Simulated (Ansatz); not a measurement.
Program: Ansatz 0.2.0.

A structure relaxed at PBE0-D4/def2-TZVP, charge 0, multiplicity 1:

```xyz
11

F     0.215    2.237   -1.477
C     0.087    1.418   -0.369
C    -0.085   -0.011   -0.767
F    -1.318   -0.191   -1.382
Sn    0.027   -1.363    0.945
H    -0.776    1.769    0.205
H     0.995    1.528    0.236
H     0.686   -0.289   -1.493
H    -0.429   -2.912    0.409
H     1.630   -1.381    1.535
H    -1.033   -0.805    2.158
```

(1) Give its formula and SMILES.

(2) Summarise the bond lengths by kind.

Answers

(1) C2H6F2Sn, `FC[CH](F)[SnH3]`.

(2) 2 × C–F 1.384 to 1.390 Å; 1 × C–C 1.494 Å; 3 × C–H 1.094 to 1.096 Å; 1 × C–Sn 2.185 Å; 3 × H–Sn 1.701 to 1.708 Å.
